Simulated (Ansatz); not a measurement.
Mulliken charges of Cl3ISi (`Cl[Si](Cl)(Cl)I`) from PBE/def2-TZVPP in Ansatz (PBE0-D4/def2-TZVP geometry).

```csv
atom,x (Å),y (Å),z (Å),charge (e)
Cl1,-0.815,-0.356,1.838,-0.144
Si2,0.001,-0.079,0.003,0.497
Cl3,1.778,-1.050,-0.080,-0.144
Cl4,-1.242,-0.862,-1.394,-0.144
I5,0.327,2.274,-0.408,-0.066
```

Question: By hand: the dipole of these point charges (1 e Å = 4.8032 D).

Answer: Σ q r = (0.019, 0.137, -0.024) e Å, of length 0.140 e Å = 0.67 D.

Question: How does the dipole of the full density compare? (An estimate is asked.)

Answer: Computed: (0.012, 0.087, -0.015) e Å, 0.43 D; the point charges give 1.56 times that, at 0° from its direction.

Point charges leave out the atoms' own dipoles, such as those of lone pairs, and Mulliken's split depends on the basis, so the two needn't agree.
